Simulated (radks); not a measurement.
Results of a calculation; reference values are marked as such.
Species: Br. Configuration: [Ar] 3d10 4s2 4p5 (the NIST ground configuration).

Level of theory: scalar-relativistic Kohn-Sham, Slater X-alpha with alpha = 0.999, spin-polarised, spherical densities, point nucleus; open shells are filled with parallel spins first (a radial shooting solver on a logarithmic mesh with Libxc functionals).

Energy parts (hartree):
total: -2642.98282
kinetic: 2701.61722
electron-nucleus: -6345.22630
Hartree: 1130.85122
exchange: -130.22496

Orbitals (lengths in bohr, moments of r in powers of bohr):
orbital  occ.  eigenvalue (hartree)   <1/r>     <r^2>       <r^4>
1s up       1             -493.8778   35.73  0.002448  0.00001543
1s down     1             -493.8737   35.73  0.002448  0.00001543
2s up       1             -65.01471   7.944   0.04188    0.003029
2s down     1             -65.01241   7.944   0.04188    0.003029
2p up       3             -57.66414   7.787   0.03296    0.002175
2p down     3             -57.66062   7.787   0.03296    0.002175
3s up       1              -9.21537   2.624    0.3420      0.1852
3s down     1              -9.20989   2.624    0.3417      0.1847
3p up       3              -6.84445   2.479    0.3610      0.2199
3p down     3              -6.83813   2.480    0.3604      0.2188
3d up       5              -2.86847   2.208    0.4051      0.3523
3d down     5              -2.86029   2.211    0.4025      0.3460
4s up       1              -0.88977  0.8235     2.986       14.25
4s down     1              -0.83552  0.8243     3.002       14.57
4p up       3              -0.40972  0.6740     4.448       34.28
4p down     2              -0.35787  0.6669     4.615       37.89

The highest occupied level is 4p down at -9.738 eV. For comparison, the ionisation energy in NIST's Atomic Spectra Database is 11.814 eV (measured). In exact Kohn-Sham theory the highest level is minus the ionisation energy, but local and semilocal functionals leave it too shallow, through self-interaction and a potential that decays too fast; potentials with the right tail come closer. The density falls to 0.001 e/bohr^3 at r = 3.95 bohr. Spin moment in Bohr magnetons: 1.
